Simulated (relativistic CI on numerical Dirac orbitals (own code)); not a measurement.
**Ir⁴⁷⁺: q coefficients and field-shift factors**

Computed by Dirac-Coulomb-Breit CI, KLI orbitals optimised for each configuration, derivatives by finite differences, unscaled Slater integrals, QED left out (own radial code, finite nucleus).

Configurations in the expansion (outside the closed core [Ar] 3d10): 4s2, 4s 4p, 4p2, 4s 4d, 4s 4f, 4d2, 4p 4d, 4f2. Levels of other configurations are missing.

With x = (α/α₀)² − 1 an excitation energy changes as ω = ω₀ + qx; K = 2q/ω₀ is the relative enhancement. Terms are leading LS components, so labels can repeat. The field-shift factor is F = δν/δ⟨r²⟩ for the transition from the lowest level.

Lowest level 4s2 1S_0.

```
      Level  ω₀ (cm⁻¹)   q (cm⁻¹)      K  F (GHz/fm²)
4s 4p 3P°_0     760250     145900  0.384        -2830
4s 4p 3P°_1     824111     162800  0.395        -2840
   4p2 3P_0    1742218     318300  0.365        -5690
4s 4p 3P°_2    1755005  1.375e+06   1.57        -3040
4s 4p 1P°_1    1909644  1.372e+06   1.44        -3060
   4p2 3P_1    2681134  1.536e+06   1.15        -5920
   4p2 1D_2    2691882  1.533e+06   1.14        -5780
 4s 4d 3D_1    3128643  1.437e+06  0.919        -3030
 4s 4d 3D_2    3163557  1.462e+06  0.924        -3100
 4s 4d 3D_3    3338132  1.653e+06  0.991        -3020
 4s 4d 1D_2    3403026  1.743e+06   1.02        -3360
   4p2 3P_2    3726815  2.658e+06   1.43        -5860
   4p2 1S_0    3778995  2.757e+06   1.46        -6110
4p 4d 3F°_2    3927371  1.592e+06  0.811        -5890
4p 4d 3D°_1    4085095  1.606e+06  0.786        -5900
4p 4d 3F°_3    4220787  1.825e+06  0.865        -5850
4p 4d 3P°_2    4223108  1.815e+06   0.86        -5900
4s 4f 3F°_3    4754648  1.761e+06  0.741        -3300
4s 4f 3F°_2    4768995  1.664e+06  0.698        -3050
4s 4f 3F°_4    4811759  1.744e+06  0.725        -3090
4s 4f 1F°_3    4842528  1.786e+06  0.738        -3240
4p 4d 3D°_2    4990110  2.811e+06   1.13        -6070
4p 4d 3P°_0    5018452  2.824e+06   1.13        -6110
```

At this charge energies of transitions that change n are usually good to better than 1 %, and those within a shell (Δn = 0) to a few per cent.
